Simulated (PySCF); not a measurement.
Two-dimensional NMR puzzle

Compound of formula C8H8Si. Correlations simulated from computed shifts and the bond graph:

HSQC (one-bond C–H):
| δH | δC |
| --- | --- |
| 7.91 | 140.1 |
| 7.69 | 160.5 |
| 7.62 | 135.7 |
| 7.60 | 130.1 |
| 7.46 | 132.4 |
| 6.38 | 133.5 |

COSY cross peaks (H two or three bonds apart, from the bond graph; peaks can be absent where the dihedral angle is near 90°):
| δH | δH |
| --- | --- |
| 7.91 | 7.46 |
| 7.69 | 6.38 |
| 7.62 | 7.60 |
| 7.62 | 7.46 |
| 6.38 | 4.90 |

HMBC (two and three bonds, from the bond graph):
| δH | δC |
| --- | --- |
| 7.91 | 155.7, 139.7, 135.7, 132.4 |
| 7.69 | 155.7, 139.7, 133.5, 130.1 |
| 7.62 | 155.7, 140.1, 132.4, 130.1 |
| 7.60 | 160.5, 155.7, 139.7, 135.7, 132.4 |
| 7.46 | 140.1, 139.7, 135.7, 130.1 |
| 6.38 | 160.5, 155.7, 139.7 |
| 4.90 | 160.5, 155.7, 140.1, 139.7, 133.5 |

Carbons without hydrogens: δ 155.7, 139.7.

- shielding tensors at PBE0/pcSseg-1 (GIAO)
- GFN2-xTB geometry
- program: PySCF
- single conformer, averaged over atoms made equivalent by symmetry, fast rotation or ring inversion, relativity neglected, isolated molecule

Shifts are taken against calculated references (same method and geometry level): TMS for $^{1}$H (σref 31.72) and $^{13}$C (σref 186.93).

Exchangeable hydrogens are left out of these lists.

Which molecule is this?

## Answers

`C1=Cc2ccccc2[SiH2]1`.

Atom-mapped SMILES (the numbers label the heavy atoms): `[CH:1]1=[CH:2][c:3]2[cH:4][cH:5][cH:6][cH:7][c:8]2[SiH2:9]1`. Each H is labelled by its parent atom.

1. δC 160.5 is C2, an alkene CH (δH 7.69).
2. δC 155.7 is C3, a substituted aromatic carbon.
3. δC 140.1 is C7, an aromatic CH (δH 7.91).
4. δC 139.7 is C8, a substituted aromatic carbon.
5. δC 135.7 is C5, an aromatic CH (δH 7.62).
6. δC 133.5 is C1, an alkene CH (δH 6.38).
7. δC 132.4 is C6, an aromatic CH (δH 7.46).
8. δC 130.1 is C4, an aromatic CH (δH 7.60).
9. HMBC from δH 7.91 reaches the proton-free carbons C3, C8.
10. HMBC from δH 7.69 reaches the proton-free carbons C3, C8.
11. HMBC from δH 7.62 reaches the proton-free carbon C3.
12. HMBC from δH 7.60 reaches the proton-free carbons C3, C8.
13. COSY links 7.91–7.46, 7.69–6.38, 7.62–7.60, 7.62–7.46, 6.38–4.90.

The shifts were computed for this structure.

Shifts are as computed. Against solution values, carbons near 30 ppm lie about +3 ppm off and those near 130 ppm about +5 ppm. Of 1211 compounds with measured shifts, 218 miss one by over three times the rms of a fit or turn the order of signals round; such compounds aren't used in these exercises.
